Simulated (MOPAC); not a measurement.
MOPAC input (AM1):

```
AM1 1SCF GEO-OK AUX(PRECISION=9) THREADS=1
C3H12OSi2

C    -2.32237400 1   -0.00011600 1    1.56336000 1
Si   -1.35052200 1   -0.50960300 1    0.05908900 1
C    -2.11059100 1    0.14290300 1   -1.52075800 1
O     0.18092400 1    0.08788900 1    0.27091600 1
C     1.25398300 1   -0.18605400 1   -0.62994700 1
Si    2.85338400 1    0.47015200 1    0.13672400 1
H    -3.34312800 1   -0.38618400 1    1.51420000 1
H    -1.85910700 1   -0.38144000 1    2.47480800 1
H    -2.37534000 1    1.08791200 1    1.63970300 1
H    -1.26520700 1   -1.99392900 1   -0.03869800 1
H    -1.52490200 1   -0.14315700 1   -2.39699400 1
H    -3.11850300 1   -0.25772800 1   -1.65501600 1
H    -2.18088700 1    1.23284000 1   -1.50128100 1
H     1.34132600 1   -1.26409200 1   -0.81842700 1
H     1.07777600 1    0.29143500 1   -1.60175600 1
H     2.74173600 1    1.92893000 1    0.36385100 1
H     3.11060100 1   -0.21088600 1    1.42585700 1
H     3.98207300 1    0.20510400 1   -0.79089500 1
```

From the output:

```
                                                       MOPAC v23.2.5 Linux

          FINAL HEAT OF FORMATION =        -77.70743 KCAL/MOL =    -325.12788 KJ/MOL

          COSMO AREA              =        178.65 SQUARE ANGSTROMS
          COSMO VOLUME            =        178.00 CUBIC ANGSTROMS

          IONIZATION POTENTIAL    =         10.414997 EV
          HOMO LUMO ENERGIES (EV) =        -10.415  0.979
          NO. OF FILLED LEVELS    =         19
          MOLECULAR WEIGHT        =        120.2982         POINT GROUP:  C1

          MOLECULAR DIMENSIONS (Angstroms)

            Atom       Atom       Distance
            H    18    H     7     7.70206
            H    17    H    11     5.04808
            H    16    H    10     3.72012

          SCF CALCULATIONS        =          1

   ATOM   CHEMICAL          X               Y               Z
  NUMBER   SYMBOL      (ANGSTROMS)     (ANGSTROMS)     (ANGSTROMS)

     1       C         -2.32237400  *  -0.00011600  *   1.56336000  *
     2      Si         -1.35052200  *  -0.50960300  *   0.05908900  *
     3       C         -2.11059100  *   0.14290300  *  -1.52075800  *
     4       O          0.18092400  *   0.08788900  *   0.27091600  *
     5       C          1.25398300  *  -0.18605400  *  -0.62994700  *
     6      Si          2.85338400  *   0.47015200  *   0.13672400  *
     7       H         -3.34312800  *  -0.38618400  *   1.51420000  *
     8       H         -1.85910700  *  -0.38144000  *   2.47480800  *
     9       H         -2.37534000  *   1.08791200  *   1.63970300  *
    10       H         -1.26520700  *  -1.99392900  *  -0.03869800  *
    11       H         -1.52490200  *  -0.14315700  *  -2.39699400  *
    12       H         -3.11850300  *  -0.25772800  *  -1.65501600  *
    13       H         -2.18088700  *   1.23284000  *  -1.50128100  *
    14       H          1.34132600  *  -1.26409200  *  -0.81842700  *
    15       H          1.07777600  *   0.29143500  *  -1.60175600  *
    16       H          2.74173600  *   1.92893000  *   0.36385100  *
    17       H          3.11060100  *  -0.21088600  *   1.42585700  *
    18       H          3.98207300  *   0.20510400  *  -0.79089500  *

                             CARTESIAN COORDINATES

   1    C       -2.322374000    -0.000116000     1.563360000
   2   Si       -1.350522000    -0.509603000     0.059089000
   3    C       -2.110591000     0.142903000    -1.520758000
   4    O        0.180924000     0.087889000     0.270916000
   5    C        1.253983000    -0.186054000    -0.629947000
   6   Si        2.853384000     0.470152000     0.136724000
   7    H       -3.343128000    -0.386184000     1.514200000
   8    H       -1.859107000    -0.381440000     2.474808000
   9    H       -2.375340000     1.087912000     1.639703000
  10    H       -1.265207000    -1.993929000    -0.038698000
  11    H       -1.524902000    -0.143157000    -2.396994000
  12    H       -3.118503000    -0.257728000    -1.655016000
  13    H       -2.180887000     1.232840000    -1.501281000
  14    H        1.341326000    -1.264092000    -0.818427000
  15    H        1.077776000     0.291435000    -1.601756000
  16    H        2.741736000     1.928930000     0.363851000
  17    H        3.110601000    -0.210886000     1.425857000
  18    H        3.982073000     0.205104000    -0.790895000

           Empirical Formula: C3 H12 O Si2  =    18 atoms

      MOLECULAR POINT GROUP   :   C1

                  EIGENVALUES
 -37.24390 -29.17233 -28.65081 -26.77774 -17.82595 -16.26538 -16.07363 -14.79712
 -14.17510 -13.96528 -13.38692 -13.30597 -13.04638 -12.31166 -12.03728 -11.59236
 -11.19658 -10.60183 -10.41500   0.97916   1.51374   1.69247   1.80633   1.84303
   1.99415   2.12750   2.41276   4.20418   4.50201   4.57168   4.60580   4.64372
   4.66329   5.28719   5.45164   5.57917

              NET ATOMIC CHARGES AND DIPOLE CONTRIBUTIONS

  ATOM NO.   TYPE          CHARGE      No. of ELECS.   s-Pop       p-Pop
    1          C          -0.552678        4.5527     1.26235     3.29033
    2         Si           1.265920        2.7341     0.79736     1.93672
    3          C          -0.585066        4.5851     1.26964     3.31542
    4          O          -0.564901        6.5649     1.84951     4.71539
    5          C          -0.233943        4.2339     1.26255     2.97139
    6         Si           0.789587        3.2104     0.85381     2.35661
    7          H           0.086948        0.9131     0.91305
    8          H           0.094941        0.9051     0.90506
    9          H           0.093236        0.9068     0.90676
   10          H          -0.276714        1.2767     1.27671
   11          H           0.085669        0.9143     0.91433
   12          H           0.086265        0.9137     0.91374
   13          H           0.090197        0.9098     0.90980
   14          H           0.062192        0.9378     0.93781
   15          H           0.064137        0.9359     0.93586
   16          H          -0.162358        1.1624     1.16236
   17          H          -0.163769        1.1638     1.16377
   18          H          -0.179663        1.1797     1.17966
 DIPOLE           X         Y         Z       TOTAL
 POINT-CHG.     1.027    -0.379    -0.263     1.126
 HYBRID        -1.027     0.123    -0.564     1.178
 SUM           -0.000    -0.255    -0.826     0.865

          ATOMIC ORBITAL ELECTRON POPULATIONS

     Atom    s        px        py        pz
    1  C   1.26235   1.08097   1.06526   1.14409
    2 Si   0.79736   0.56233   0.70444   0.66995
    3  C   1.26964   1.07740   1.07093   1.16709
    4  O   1.84951   1.33504   1.80893   1.57141
    5  C   1.26255   0.99164   1.02628   0.95348
    6 Si   0.85381   0.72661   0.82042   0.80958
    7  H   0.91305
    8  H   0.90506
    9  H   0.90676
   10  H   1.27671
   11  H   0.91433
   12  H   0.91374
   13  H   0.90980
   14  H   0.93781
   15  H   0.93586
   16  H   1.16236
   17  H   1.16377
   18  H   1.17966

 **********************
 *                    *
 * JOB ENDED NORMALLY *
 *                    *
 **********************

 == MOPAC DONE ==
```

The geometry given is a B3LYP-D3(BJ)/def2-TZVP minimum.
